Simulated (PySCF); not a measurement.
Job file and geometry (Å, from GFN2-xTB) of an NMR shielding run on SMILES C#CC[Si@]1(F)CCO1, C$_{5}$H$_{7}$FOSi, GIAO PBE0/pcSseg-1 NMR shielding, non-relativistic, gas phase (PySCF 2.14.0, density-fitted response routines); density fitting, a coarse starting grid and PySCF grid level 2 are the driver's defaults:

```
$ OMP_NUM_THREADS=1 python probes_run.py task.json out

{"job": {"kind": "nmr", "xc": "PBE0", "basis": "pcSseg-1"}, "charge": 0, "multiplicity": 1}
C      3.128325     0.576710     1.356896
C      2.253809    -0.195483     1.091856
C      1.195000    -1.122759     0.770480
Si     0.051622    -0.450469    -0.582364
F      0.974859    -0.032363    -1.844399
C     -1.458104     0.677467    -0.326920
C     -2.236370    -0.528723    -0.860649
O     -1.161837    -1.461579    -1.061051
H      3.899734     1.246901     1.591489
H      1.641711    -2.053337     0.413106
H      0.636228    -1.355269     1.678766
H     -1.522355     1.552171    -0.964538
H     -1.730226     0.958832     0.684033
H     -2.946221    -0.956727    -0.153457
H     -2.730588    -0.353038    -1.815160
```

Task: What does the program print?

Result: 
```
coarse grid: 13568 points
cycle   1  E = -658.5276817359  dE =  1.150e+00  |g| = 8.928e-01  |ddm| = 3.734e+00
cycle   2  E = -658.3666313558  dE =  1.611e-01  |g| = 1.327e+00  |ddm| = 1.854e+00
cycle   3  E = -658.6728621423  dE = -3.062e-01  |g| = 1.547e-01  |ddm| = 1.172e+00
cycle   4  E = -658.6775031031  dE = -4.641e-03  |g| = 6.022e-02  |ddm| = 1.535e-01
cycle   5  E = -658.6780903506  dE = -5.872e-04  |g| = 3.248e-02  |ddm| = 5.407e-02
cycle   6  E = -658.6783347531  dE = -2.444e-04  |g| = 6.572e-03  |ddm| = 2.555e-02
cycle   7  E = -658.6783437486  dE = -8.996e-06  |g| = 2.185e-03  |ddm| = 6.150e-03
final grid: 128384 points
cycle   8  E = -658.7425734553  dE = -2.397e-05  |g| = 1.225e-02  |ddm| = 3.540e-02
cycle   9  E = -658.7425364555  dE =  3.700e-05  |g| = 1.894e-02  |ddm| = 1.997e-02
cycle  10  E = -658.7426014883  dE = -6.503e-05  |g| = 1.482e-03  |ddm| = 1.274e-02
cycle  11  E = -658.7426019575  dE = -4.692e-07  |g| = 1.803e-04  |ddm| = 1.298e-03
cycle  12  E = -658.7426019634  dE = -5.882e-09  |g| = 7.573e-05  |ddm| = 2.265e-04
cycle  13  E = -658.7426019645  dE = -1.140e-09  |g| = 3.292e-05  |ddm| = 8.104e-05
cycle  14  E = -658.7426019647  dE = -1.917e-10  |g| = 1.465e-05  |ddm| = 2.996e-05
converged SCF energy = -658.7426019647

GIAO shielding tensors (ppm)
atom      isotropic    diamagn.    paramagn.     s11        s22        s33       span
  0 C      111.964     257.429    -145.465     35.674     38.712    261.507    225.832
  1 C      107.130     262.457    -155.327     11.587     15.644    294.159    282.573
  2 C      177.577     253.575     -75.998    165.196    174.921    192.614     27.417
  3 Si     343.538     877.609    -534.071    307.810    338.703    384.103     76.294
  4 F      298.629     471.049    -172.420    231.418    314.146    350.323    118.905
  5 C      159.903     256.014     -96.111    120.464    172.130    187.114     66.650
  6 C      121.915     248.272    -126.357     96.431    103.397    165.916     69.484
  7 O      201.510     397.805    -196.295    119.480    179.634    305.417    185.937
  8 H       30.442      34.254      -3.812     24.917     25.196     41.214     16.297
  9 H       29.643      26.564       3.078     24.873     28.587     35.468     10.595
 10 H       29.806      29.455       0.351     24.808     28.781     35.827     11.019
 11 H       29.376      31.526      -2.150     26.247     27.028     34.854      8.607
 12 H       29.572      32.444      -2.872     26.513     27.558     34.646      8.133
 13 H       27.258      29.227      -1.969     23.741     25.743     32.291      8.550
 14 H       27.247      28.451      -1.204     23.160     25.541     33.040      9.880
```

Size and cost of the density-fitted run: 178 basis functions, 47 s wall time on 1 thread of an Arm Neoverse N1, shared host; peak memory 0.8 GiB.
